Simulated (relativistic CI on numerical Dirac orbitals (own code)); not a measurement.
**One change at a time: S X**

Base calculation: Dirac-Coulomb-Breit CI, orbitals from a KLI potential per configuration, model QED (radiative potential, 1s self-energy scaled to tabulated hydrogen-like ionisation energies), unscaled Slater integrals.

CI space (outside the closed core 1s2): 2s2 2p3, 2s 2p4, 2p5, 2s2 2p2 3s, 2p4 3s, 2s2 2p2 3p, 2p4 3p, 2s2 2p2 3d, 2p4 3d, 2s 2p3 3s, 2s 2p3 3p, 2s 2p3 3d, 2s2 2p2 4s, 2s2 2p2 4p, 2s2 2p2 4d, 2s2 2p2 4f. Levels of other configurations are missing.

Variants: (1) Breit term removed; (2) one mean potential for all configurations. Shifts of the energy above 2s2 2p3 4S°_3/2, in cm⁻¹, for the lowest level and the first level of each name with at least 55 % of one term (blank where a level changes its place among those of its configuration and J or its character, or is not in the variant):

```tsv
Level	Base	Δ(1)	Δ(2)
2s2 2p3 4S°_3/2	0	0	0
2s2 2p3 2D°_3/2	86640	-282	-142
2s2 2p3 2D°_5/2	87842	+400	-129
2s2 2p3 2P°_1/2	129380	-167	-177
2s2 2p3 2P°_3/2	131233	+122	-160
2s 2p4 4P_5/2	379617	-78	-229
2s 2p4 4P_3/2	386497	-100	-228
2s 2p4 4P_1/2	390033	+87	-228
2s 2p4 2D_3/2	530610	-95	-145
2s 2p4 2D_5/2	530708	+130	-145
2s 2p4 2S_1/2	619541	-568	-352
2s 2p4 2P_3/2	652665	-153	-210
2s 2p4 2P_1/2	661278	+87	-213
2p5 2P°_3/2	1014007	-506	+177
```

At this charge energies of transitions that change n are usually good to better than 1 %, and those within a shell (Δn = 0) to a few per cent.

Ionisation energy from the two ground configurations alone: base 447.5 eV. The NIST ASD value (semi-empirical) is 447.7 eV.
